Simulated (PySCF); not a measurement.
Computed IR spectrum (relative IR intensity) of a molecule ClF2H3Si2. Geometry optimised at PBE-D3(BJ)/def2-SVP. One conformer was computed; it need not be the lowest. All values below come from PBE-D3(BJ)/def2-SVP run with PySCF. Frequencies are harmonic and unscaled.

ν (cm⁻¹): 217 (vw), 252 (w), 275 (w), 425 (w), 499 (w), 506 (w), 596 (vs), 820 (vs), 864 (m), 889 (vw), 894 (m), 930 (s), 2170 (w), 2189 (s) (against the strongest line: vs over 80 %, s over 45 %, m over 15 %, w over 4 %, vw less)

Q: Identify the compound among the candidates.
A. F[SiH2][Si@H](F)Cl
B. F[Si](F)([SiH3])Cl
C. F[SiH](F)[SiH2]Cl

A: B, F[Si](F)([SiH3])Cl
